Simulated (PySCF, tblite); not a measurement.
Isomers of C3H10OSSi, one GFN2-xTB conformer each. Single-point energies are computed at PBE0/pcSseg-1 (PySCF, gas phase, no added dispersion term), electronic only.

```csv
SMILES,GFN2-xTB relative energy (kcal/mol)
CC[Si@@](C)(O)S,2.1
CC[Si@@H](O)SC,0.0
COC[SiH2]SC,37.9
```

Conformers: `[CH3:1][CH2:2][Si@@:3]([CH3:4])([OH:5])[SH:6]` with C1–C2–Si3–C4 -60°, C2–Si3–O5–H 61°, C2–Si3–S6–H 180°; `[CH3:1][CH2:2][Si@@H:3]([OH:4])[S:5][CH3:6]` with C1–C2–Si3–O4 60°, C2–Si3–O4–H 56°, C2–Si3–S5–C6 -177°; `[CH3:1][O:2][CH2:3][SiH2:4][S:5][CH3:6]` with C1–O2–C3–Si4 -75°, O2–C3–Si4–S5 -173°, C3–Si4–S5–C6 179°.

What does PBE0/pcSseg-1 give for the same structures?

```
         SMILES  PBE0/pcSseg-1 E (Eh)  PBE0/pcSseg-1 (kcal/mol)  GFN2-xTB (kcal/mol)  point group
CC[Si@@](C)(O)S            -882.80803                       0.0                  2.1           C1
 CC[Si@@H](O)SC            -882.78350                      15.4                  0.0           C1
    COC[SiH2]SC            -882.69869                      68.6                 37.9           C1
```

GFN2-xTB puts CC[Si@@H](O)SC lowest instead; measured from each level's own lowest isomer, the values differ by up to 30.7 kcal/mol (COC[SiH2]SC: 37.9 against 68.6). As drawn, the lowest has an O–H bond, an S–H bond and an Si–O bond, which the highest lacks.

Which frontier levels, dipoles and rotational constants go with these structures?

| SMILES | HOMO (eV, PBE0/pcSseg-1) | LUMO (eV) | dipole (D) | A, B, C (MHz) |
| --- | --- | --- | --- | --- |
| CC[Si@@](C)(O)S | -7.18 | 0.80 | 1.36 | 2811, 1495, 1338 |
| CC[Si@@H](O)SC | -6.75 | 0.72 | 1.31 | 4538, 1252, 1057 |
| COC[SiH2]SC | -6.82 | 0.20 | 1.78 | 7253, 896.8, 844.1 |

What happens when harmonic zero-point energies from GFN2-xTB frequencies are added?

```tsv
SMILES	ZPE (kcal/mol)	electronic (kcal/mol)	with ZPE (kcal/mol)
CC[Si@@](C)(O)S	78.3	0.0	0.0
CC[Si@@H](O)SC	79.0	15.4	16.1
COC[SiH2]SC	77.1	68.6	67.4
```

The zero-point energies span 1.9 kcal/mol. The order is unchanged.
